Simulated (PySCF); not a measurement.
Symmetry of computed structures. Method used: PBE0/pcSseg-1 in PySCF (dipole) on a GFN2-xTB geometry, gas phase. The symmetry is that of the one conformer found, every atom within 0.08 Å of its image; none is proved a minimum here.

Q: `[CH3:1][Si@H:2]([OH:3])[CH2:4][CH2:5][O:6][CH2:7][F:8]` with C1–Si2–O3–H -56°, C1–Si2–C4–C5 -179°, Si2–C4–C5–O6 -178°, C4–C5–O6–C7 -175°, C5–O6–C7–F8 -70°: symmetry, top, dipole?

A: C1; near-prolate asymmetric top; symmetry number 1; this conformer is chiral (no improper operation); dipole 1.85 D; A, B, C = 4087, 597.4, 544.7 MHz.

Q: Point group, rotor type and polarity of `[CH:1]#[C:2][c:3]1[cH:4][cH:5][c:6]2[c:7]([c:8]1[CH3:9])[CH2:10]2` with H–C9–C8–C7 0° (nearest H)?

A: Cs; asymmetric top; symmetry number 1; 2 operations, which sort the 18 atoms into 16 sets; dipole 0.67 D, in the ab plane, which is the mirror; heavy atoms equivalent by symmetry: none.

Q: Point group, rotor type and polarity of `[CH2:1]=[C:2]1[CH:3]=[CH:4][c:5]2[cH:6][cH:7][cH:8][cH:9][c:10]21`?

A: Cs; asymmetric top; symmetry number 1; 2 operations, which sort the 18 atoms into 18 sets; dipole 0.52 D, in the ab plane, which is the mirror; heavy atoms equivalent by symmetry: none.

Q: Point group, rotor type and polarity of `[cH:1]1[cH:2][cH:3][c:4]2[cH:5][cH:6][cH:7][c:8]-2[cH:9][cH:10]1`?

A: C2v; asymmetric top; symmetry number 2; 4 operations, which sort the 18 atoms into 11 sets; dipole 1.11 D, along a, the twofold axis; A, B, C = 2887, 1271, 882.7 MHz; heavy atoms equivalent by symmetry: C2/C10, C3/C9, C4/C8, C5/C7.

Q: `[CH:1]#[C:2][c:3]1[cH:4][cH:5][c:6]([O:7][CH3:8])[c:9]([CH3:10])[cH:11]1` with C5–C6–O7–C8 0°, H–C8–O7–C6 61° (nearest H), H–C10–C9–C6 -59° (nearest H): symmetry, top, dipole?

A: Cs; asymmetric top; symmetry number 1; 2 operations, which sort the 21 atoms into 19 sets; dipole 2.22 D, in the ab plane, which is the mirror; A, B, C = 2482, 690.4, 543.9 MHz; heavy atoms equivalent by symmetry: none.
